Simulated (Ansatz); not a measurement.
C6H15ClO3Sn, SMILES `CC[O][Sn]([Cl])([O]CC)[O]CC`, 26 atoms. The species carries charge 0 and has multiplicity 1. Correlated methods include outer-core shells of Sn, which these sets cover unevenly. Sn takes the def2 core potential. Hardware: A = 11 threads of an AMD EPYC 7R13 on a shared host and a whole NVIDIA H100 80 GB; B = 11 threads of an AMD EPYC 7R13 on a shared host. Correlated methods freeze the cores.

(1) Give the basis size and wall time and peak host memory of each of these runs in Ansatz. RHF-MP2/def2-QZVPP energy [A]; RKS PBE0-D4/def2-QZVPP energy [A]; RKS ωB97M-V/def2-QZVPP energy [A]; RKS PBE0-D4/def2-TZVP relaxation (8 steps) [A]; RHF-CCSD(T)/def2-SVP energy [A]; RHF-CCSD(T)/def2-TZVPP energy [A]; RKS HSE06 (plane-wave form)-D4/def2-TZVPP energy [A]; RKS r2SCANh-D4/def2-TZVPP energy [A]; RKS ωB97M-V/def2-SVP energy [B]; RKS PBE0-D4/def2-TZVPP energy [A]; RKS PBE0-D4/def2-SVP energy [B]; direct RPA on PBE orbitals/def2-TZVPP energy [A]. (Estimate.)

Results:

(1) Ansatz gave: Other jobs shared the machine, so times are rough.

```
                                    level                       job  functions  wall time  peak host memory (GiB)
                   RKS PBE0-D4/def2-TZVPP                energy [A]        581      2.4 s                     1.2
                     RKS PBE0-D4/def2-SVP                energy [B]        245      2.9 s                     1.7
                RKS r2SCANh-D4/def2-TZVPP                energy [A]        581      2.9 s                     1.7
RKS HSE06 (plane-wave form)-D4/def2-TZVPP                energy [A]        581        3 s                     1.7
                   RKS PBE0-D4/def2-QZVPP                energy [A]       1115      4.9 s                     1.7
                     RHF-CCSD(T)/def2-SVP                energy [A]        245      5.5 s                     1.7
    direct RPA on PBE orbitals/def2-TZVPP                energy [A]        581      5.5 s                     3.2
                       RHF-MP2/def2-QZVPP                energy [A]       1115        7 s                     1.9
                   RKS ωB97M-V/def2-QZVPP                energy [A]       1115        7 s                     1.9
                     RKS ωB97M-V/def2-SVP                energy [B]        245      7.5 s                     1.7
                    RKS PBE0-D4/def2-TZVP  relaxation (8 steps) [A]        456       16 s                     1.2
                   RHF-CCSD(T)/def2-TZVPP                energy [A]        581       84 s                     1.7
```
